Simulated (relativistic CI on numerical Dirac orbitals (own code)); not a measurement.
# Radial parameters of Ir21+

Calculated at this level of theory: Dirac-Coulomb-Breit CI, separate exchange-only KLI orbitals for each configuration, a model potential for QED, unscaled Slater integrals (own radial code, finite nucleus).

Slater integrals F^k, G^k are unscaled and averaged over j, outside the closed core [Ar] 3d10; ζ comes from projecting the Hamiltonian with its Breit term on Σ l·s of the shell.

- 4s2 4p6 4d10 4f10: F^2(4f,4f) = 220450, F^4(4f,4f) = 142180, F^6(4f,4f) = 103470, ζ(4f) = 8070.9 cm⁻¹; <r>(4f) = 0.4641, <r^2>(4f) = 0.2511 (bohr units).
- 4s2 4p6 4d10 4f9 5s: F^2(4f,4f) = 223180, F^4(4f,4f) = 144060, F^6(4f,4f) = 104880, ζ(4f) = 8294.2, G^3(4f,5s) = 35504 cm⁻¹; <r>(4f) = 0.4593, <r^2>(4f) = 0.2458, <r>(5s) = 0.8195, <r^2>(5s) = 0.7475 (bohr units).
- 4s2 4p6 4d10 4f8 5s2: F^2(4f,4f) = 226130, F^4(4f,4f) = 146090, F^6(4f,4f) = 106410, ζ(4f) = 8520.1 cm⁻¹; <r>(4f) = 0.4543, <r^2>(4f) = 0.2402 (bohr units).

Averages of the first 10 configurations, taken without configuration mixing, which lowers the lowest level and can move excited configurations by several eV; other configurations of the list can lie among them:

```csv
Configuration,Parity,States,Average energy above the lowest level (eV)
4s2 4p6 4d10 4f10,even,1001,15.7
4s2 4p6 4d10 4f9 5s,odd,4004,62.3
4s2 4p6 4d10 4f8 5s2,even,3003,117.6
4s2 4p6 4d9 4f11,odd,3640,260.9
4s2 4p6 4d8 4f12,even,4095,508.2
4s2 4p5 4d10 4f11,even,2184,487.3
4s2 4p6 4d10 4f9 6s,odd,4004,290.3
4s 4p6 4d10 4f11,odd,728,659.5
4s2 4p4 4d10 4f12,even,1365,959.2
4p6 4d10 4f12,even,91,1305.9
```
